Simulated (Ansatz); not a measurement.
Geometry optimisation, RKS PBE-D4/def2-SVP in Ansatz.

input.yaml

```yaml
crystal:
  periodic: [false, false, false]
  atoms:
    - { symbol: Ti, position_ang: [0.0, 0.0, 0.0] }
    - { symbol: Cl, position_ang: [0.0, 0.0, 2.37] }
    - { symbol: O, position_ang: [1.8106, 0.0, -0.6394] }
    - { symbol: H, position_ang: [2.1269, -0.9521, -0.756] }
    - { symbol: O, position_ang: [-0.9043, 1.5667, -0.6394] }
    - { symbol: H, position_ang: [-1.8621, 1.336, -0.8617] }
    - { symbol: Cl, position_ang: [-1.1163, -1.9339, -0.7892] }
basis:
  gaussian: { orbitals: def2-SVP }
hamiltonian:
  xc: pbe
  dispersion: d4
relax:
  f_tol: 0.02
  max_steps: 40
```

Launched with:

```bash
$ ansatz run input.yaml --threads 4 --pin off --max-ram 5120MiB --backend cpu --events-out ev --progress --plain --runs-dir out
```

Question: Where does it end, and by what steps?

Answer: The run converged. The force dipped under the threshold on the way, but the program's further checks kept it going. After 9 steps the energy has fallen by 0.925 eV; H6 moved furthest, 0.38 Å.

```json
{"step": "0", "energy less start (eV)": "0.0000", "largest force component (eV/Å)": "2.709", "accepted": "yes"}
{"step": "1", "energy less start (eV)": "-0.7674", "largest force component (eV/Å)": "1.102", "accepted": "yes"}
{"step": "2", "energy less start (eV)": "-0.8426", "largest force component (eV/Å)": "0.850", "accepted": "yes"}
{"step": "3", "energy less start (eV)": "-0.7507", "largest force component (eV/Å)": "2.956", "accepted": "no"}
{"step": "4", "energy less start (eV)": "-0.8824", "largest force component (eV/Å)": "0.187", "accepted": "yes"}
{"step": "5", "energy less start (eV)": "-0.9020", "largest force component (eV/Å)": "0.350", "accepted": "yes"}
{"step": "6", "energy less start (eV)": "-0.9202", "largest force component (eV/Å)": "0.289", "accepted": "yes"}
{"step": "7", "energy less start (eV)": "-0.9244", "largest force component (eV/Å)": "0.012", "accepted": "yes"}
{"step": "8", "energy less start (eV)": "-0.9243", "largest force component (eV/Å)": "0.083", "accepted": "no"}
{"step": "9", "energy less start (eV)": "-0.9245", "largest force component (eV/Å)": "0.011", "accepted": "yes"}
```

```xyz
7
Properties=species:S:1:pos:R:3
Ti -0.056 -0.107 -0.090
Cl -0.041 -0.035 2.118
O 1.604 -0.100 -0.719
H 2.319 -0.742 -0.551
O -0.869 1.327 -0.750
H -1.790 1.620 -0.618
Cl -1.112 -1.947 -0.706
```

Whether the end is a true minimum wasn't checked by a vibrational analysis.

The run took 16 s on 4 threads of Intel(R) Xeon(R) Platinum 8488C (Sapphire Rapids) (shared host), peak memory 0.2 GiB.
